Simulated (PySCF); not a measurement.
# Ca (calcium, neutral): UHF calculation

Configuration: [Ar] 4s2, closed-shell 1S. Calculation: PySCF 2.14, in def2-SVP; the non-relativistic Hamiltonian (point nucleus).

```json
{
  "Total energy": "-676.660704 hartree",
  "One-electron energy": "-926.2338 hartree",
  "Hartree (Coulomb) energy": "284.7736 hartree",
  "Exchange energy": "-35.2005 hartree",
  "Kinetic energy": "676.51612 hartree",
  "⟨S²⟩": "0.0000",
  "⟨L²⟩": "0.000",
  "Sum of ⟨r⟩": "21.28 bohr",
  "Sum of ⟨r²⟩": "56.85 bohr²",
  "Density at the nucleus (Gaussians lack the cusp)": "5000 bohr⁻³",
  "Langevin diamagnetic susceptibility": "-45.0 ×10⁻⁶ cm³/mol",
  "Time after the integrals": "0.03 s of wall time on 1 thread of Neoverse-V2 (shared host)"
}
```

| shell | electrons | mean orbital energy (eV) | rms radius, mean of both spins (bohr) |
| --- | --- | --- | --- |
| 1s | 2 | -4064.2 | 0.0896 |
| 2s | 2 | -457.75 | 0.395 |
| 2p | 6 | -370.96 | 0.363 |
| 3s | 2 | -61.114 | 1.25 |
| 3p | 6 | -36.518 | 1.38 |
| 4s | 2 | -5.310 | 4.54 |
